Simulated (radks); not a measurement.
The numbers below are computed, except where a source is named.
Question: All-electron atom: Hg III in [Xe] 4f12 5d10 6s2 (not the ground configuration). Level of theory: Dirac Kohn-Sham, PBE, spin-unpolarised, spherical densities, point nucleus; open shells are shared between the two j in proportion to 2j + 1 (a radial shooting solver on a logarithmic mesh with Libxc functionals). Some entries of the table are withheld. Estimate them.

| orbital | occ. | eigenvalue (hartree) | <r> (bohr) | <r^2> (bohr^2) |
|---|---|---|---|---|
| 1s1/2 | 2 | -3053.960 | 0.01658 | 0.0003806 |
| 2s1/2 | 2 | -542.5446 | 0.06924 | 0.005738 |
| 2p1/2 | 2 | (1) | (2) | 0.004055 |
| 2p3/2 | 4 | (3) | (4) | 0.005241 |
| 3s1/2 | 2 | -130.4880 | 0.1801 | 0.03723 |
| 3p1/2 | 2 | -120.5864 | 0.1705 | 0.03392 |
| 3p3/2 | 4 | -104.7339 | 0.1863 | 0.04031 |
| 3d3/2 | 4 | -88.38325 | 0.1622 | 0.03087 |
| 3d5/2 | 6 | -84.99017 | 0.1670 | 0.03260 |
| 4s1/2 | 2 | -30.24490 | (5) | 0.1782 |
| 4p1/2 | 2 | -25.99948 | (6) | 0.1811 |
| 4p3/2 | 4 | -22.11258 | (7) | 0.2122 |
| 4d3/2 | 4 | -15.18367 | 0.4376 | 0.2211 |
| 4d5/2 | 6 | -14.45175 | 0.4482 | 0.2318 |
| 5s1/2 | 2 | -5.65731 | 0.8785 | 0.8648 |
| 4f5/2 | 5.14286 | -5.54145 | 0.4629 | 0.2559 |
| 4f7/2 | 6.85714 | -5.37766 | 0.4688 | 0.2624 |
| 5p1/2 | 2 | -4.20652 | 0.9383 | 0.9926 |
| 5p3/2 | 4 | -3.46560 | 1.026 | 1.187 |
| 5d3/2 | 4 | -1.44532 | 1.285 | 1.910 |
| 5d5/2 | 6 | -1.35594 | 1.328 | 2.041 |
| 6s1/2 | 2 | (8) | 2.225 | 5.555 |

Answer: 
(1) 2p1/2 eigenvalue (hartree): -520.5000
(2) 2p1/2 <r> (bohr): 0.05693
(3) 2p3/2 eigenvalue (hartree): -448.9276
(4) 2p3/2 <r> (bohr): 0.06561
(5) 4s1/2 <r> (bohr): 0.3972
(6) 4p1/2 <r> (bohr): 0.3989
(7) 4p3/2 <r> (bohr): 0.4322
(8) 6s1/2 eigenvalue (hartree): -0.98331
